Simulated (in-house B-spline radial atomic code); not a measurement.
Configurations of Ni⁶⁺, with energies counted from [Ar] 3d4. Level of theory: scalar-relativistic (X2C) RPBE, spin-polarised, spherical fractional occupations, Fermi nucleus of rms radius 3.7757 fm; calculated with a B-spline radial code for spherical atoms. Shells without spins written out take the highest spin.

Occupations are held fixed; configurations that lie above the ionisation limit could autoionise.

```csv
configuration,E - E(ref) (eV),highest orbital,its <r> (bohr)
"[Ar] 3d(3 up, 1 down)",4.6858,3d down,0.7615
"[Ar] 3d(2 up, 2 down)",6.2387,3d up,0.7572
[Ar] 3d3 4s1,46.193,4s up,1.676
[Ne] 3s2 3p5 3d5,57.622,3d up,0.75
[Ar] 3d3 4d1,75.603,4d up,2.074
"[Ar] 3d(2 up, 1 down) 4d(1 up, 0 down)",79.254,4d up,2.083
[Ne] 3s2 3p5 3d4 4p1,116.5,4p up,1.797
```

(1) Order these further configurations by energy, lowest first.
A. [Ne] 3s2 3p(2 up, 3 down) 3d(1 up, 4 down)
B. [Ne] 3s2 3p(3 up, 2 down) 3d(3 up, 1 down) 4d(1 up, 0 down)
C. [Ne] 3s2 3p5 3d4 4f1
D. [Ar] 3d3 4f1
E. [Ne] 3s2 3p5 3d4 4s1

(2) How far above the reference does [Ar] 3d(0 up, 3 down) 4p(0 up, 1 down) lie?

(3) How far above the reference does [Ne] 3s2 3p5 3d4 4d1 lie?

Results:

(1) A (65.537 eV), D (90.19 eV), E (104.66 eV), B (141.33 eV), C (148.86 eV).

(2) 57.976 eV; its least bound orbital is 4p down with <r> = 1.804 bohr.

(3) 134.25 eV; its least bound orbital is 4d up with <r> = 2.066 bohr.
